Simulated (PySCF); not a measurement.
CH5FSi, SMILES [SiH2](F)C, PBE0/def2-SVP optimised geometry.

```
8

C      1.00    -0.25     0.00
Si    -0.86    -0.25     0.00
F     -1.39     1.29     0.00
H      1.39    -1.29     0.01
H      1.40     0.25    -0.90
H      1.40     0.27     0.89
H     -1.40    -0.91     1.22
H     -1.40    -0.92    -1.22
```

Density from PBE0/def2-TZVP (PySCF) at that geometry.

Minimum of the electron density along straight lines between bonded atoms, close to the bond critical point (lines longer than 1.1 times the sum of covalent radii, or with two minima, are not listed):

| bond | length / Å | ρ at the minimum / e bohr⁻³ | ∇²ρ there / e bohr⁻⁵ | position (fraction from the first atom) |
|---|---|---|---|---|
| C1–Si2 | 1.861 | 0.126 | [?] | 0.61 |
| Si2–F3 | 1.630 | 0.128 | [?] | 0.42 |
| C1–H4 | 1.102 | 0.265 | -0.86 | 0.64 |
| C1–H5 | 1.101 | 0.266 | -0.87 | 0.64 |
| C1–H6 | 1.101 | 0.266 | -0.87 | 0.64 |
| Si2–H7 | 1.491 | 0.123 | 0.13 | 0.49 |
| Si2–H8 | 1.492 | 0.123 | 0.13 | 0.49 |

### Question
Fill in the missing entries.

### Answer

- C1–Si2, ∇²ρ there / e bohr⁻⁵: 0.18
- Si2–F3, ∇²ρ there / e bohr⁻⁵: 0.88
